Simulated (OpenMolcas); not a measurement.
Au3+ with its 6 nearest fluoride ions at 2.113 Å, on the Zn site of KZnF3 (a = 4.054 Å, distance in the model lattice 2.027 Å). The rest of the host is ab initio model potentials to 7.6 Å, with orthogonalisation functions on the cations behind the ligands, and point charges beyond; the distance is set by hand and nothing relaxes, and no local charge compensation is placed. Ligand basis ANO-RCC-VDZP.
```
Au    0.0000    0.0000    0.0000
F     2.1130    0.0000    0.0000
F     0.0000    2.1130    0.0000
F    -2.1130    0.0000    0.0000
F     0.0000   -2.1130    0.0000
F     0.0000    0.0000    2.1130
F     0.0000    0.0000   -2.1130
```

```yaml
Program: OpenMolcas
Method: CASSCF
Basis: ANO-RCC-VTZP [8s7p5d3f1g]
Scalar_Hamiltonian: DKH2, point nucleus
Active_space: 8 electrons in 5 orbitals (5d)
State_averaging: 2S+1 = 3 even, 10 roots; 2S+1 = 1 even, 15 roots
Spin-orbit_coupling: RASSI with atomic mean-field integrals over the reference wave functions
```

What is the spin-free ground state (labels of O, the rotations of Oh)?

3A2, 1-fold in its orbital part; it has the highest spin that d8 allows.

Where is the first state of the same spin?

3T2 at 19500 cm-1 above the ground state.

What are the lowest two levels with spin-orbit coupling?

A 3-fold level, then a 2-fold level 10197 cm-1 above it. Their leading multiplicities are 3 (98 %) and 1 (74 %).

What is χT at 300 K, and how does it compare with the textbook value?

The lowest level has 2S+1 = 3, for which the spin-only value is χT = S(S+1) / 2 = 1.000 cm3 K/mol (g = 2). The computed 1.591 at 300 K differs by +0.591, through orbital momentum, spin-orbit coupling and any other state in reach.

Which ligand-field parameters describe the states?

A least-squares ligand-field fit to the states below 45000 cm-1, each weighted by its degeneracy and with a free common offset, gives 10Dq = 19107 cm-1, B = 822 cm-1 and C = 2689 cm-1 (C/B = 3.27), with an rms deviation of 124 cm-1. The same method and metal basis give the free ion B = 937 cm-1 (fit to its terms below 60000 cm-1, rms deviation 6 cm-1), so the nephelauxetic ratio is β = 822 / 937 = 0.88; it hangs on how both fits weigh the states, and computed free-ion B values tend to be too large, so β mixes covalency with correlation.

Without dynamic correlation the repulsion within the d shell is too large (B by tens of per cent), so at a given field states of lower spin stand too high. Real 4d8 and 5d8 ions are as a rule square planar and diamagnetic. The least metal-like active orbital is 78 % on the metal (Löwdin) and no ligand orbital is active, so the numbers are rough. With metal d orbitals alone the field can be off either way by tens of per cent. Ligand-to-metal charge-transfer states are missing. With no ligand orbital active B as a rule stays too high, so bands that hang on it stand too high and its fall with covalency is understated. No measured value stands beside these numbers; the geometry was set by hand and not optimised.
